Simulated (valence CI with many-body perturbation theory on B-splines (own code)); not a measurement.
## Forbidden lines of Hf⁵⁸⁺

Level of theory: configuration interaction combined with many-body perturbation theory (CI+MBPT): four valence electrons over a frozen Dirac-Fock core [Ne], radial functions for each j: 11 s, 11 p, 9 d, 7 f, 5 g, 2 h, 1 i, with the one-electron correlation potential Σ1 (screened to all orders), the two-electron term Σ2, the three-electron term Σ3, Breit, model QED; selected single and double excitations, second order for the rest (own B-spline code, finite nucleus).

The last digits are not significant, and no measured levels were compared; by estimate large intervals hold to a few tenths of a per cent, small ones and those within an open d or f shell to about a per cent.

Lines 1 to 8 of 8 in falling wavelength, among levels below 9313.0 × 10³ cm⁻¹, chosen from the decays that carry over 1 % of a level's rate. Wavelengths and rates use the calculated energies. Electric multipoles are in the length gauge, E1 and E2 with the static RPA response of the core. Weak lines are less certain than strong ones. Lines between different terms over intervals too small for the method are left out, as are lines whose strength nearly cancels.

Levels are named by their leading jj configuration (3d3/2^4 stands for four electrons in 3d with j = 3/2), which in mixed levels can hold well under half, so a name can repeat and another be missing. Letters in brackets count levels of one name in rising energy.

```json
{"λ vac (Å)": "46.08", "Upper": "(3s 3p1/2 3p3/2 3d5/2) J=4 [a]", "Lower": "(3s 3p1/2^2 3d5/2) J=3", "Type": "M1", "A (s⁻¹)": "1.35e+08", "Branch %": "1.8"}
{"λ vac (Å)": "41.72", "Upper": "(3s^2 3p3/2 3d5/2) J=4", "Lower": "(3s^2 3p1/2 3d5/2) J=3", "Type": "M1", "A (s⁻¹)": "1.40e+08", "Branch %": "51.5"}
{"λ vac (Å)": "40.76", "Upper": "(3s^2 3p1/2 3p3/2) J=1", "Lower": "(3s^2 3p1/2^2) J=0", "Type": "M1", "A (s⁻¹)": "1.79e+08", "Branch %": "100.0"}
{"λ vac (Å)": "39.87", "Upper": "(3s^2 3p3/2^2) J=2", "Lower": "(3s^2 3p1/2 3p3/2) J=2", "Type": "M1", "A (s⁻¹)": "1.42e+08", "Branch %": "26.9"}
{"λ vac (Å)": "39.59", "Upper": "(3s^2 3p1/2 3p3/2) J=2", "Lower": "(3s^2 3p1/2^2) J=0", "Type": "E2", "A (s⁻¹)": "2.71e+06", "Branch %": "99.9"}
{"λ vac (Å)": "38.74", "Upper": "(3s^2 3p3/2^2) J=2", "Lower": "(3s^2 3p1/2 3p3/2) J=1", "Type": "M1", "A (s⁻¹)": "1.45e+08", "Branch %": "27.5"}
{"λ vac (Å)": "37.49", "Upper": "(3s^2 3p3/2^2) J=0", "Lower": "(3s^2 3p1/2 3p3/2) J=2", "Type": "E2", "A (s⁻¹)": "9.07e+06", "Branch %": "1.5"}
{"λ vac (Å)": "36.49", "Upper": "(3s^2 3p3/2^2) J=0", "Lower": "(3s^2 3p1/2 3p3/2) J=1", "Type": "M1", "A (s⁻¹)": "3.33e+08", "Branch %": "56.6"}
```
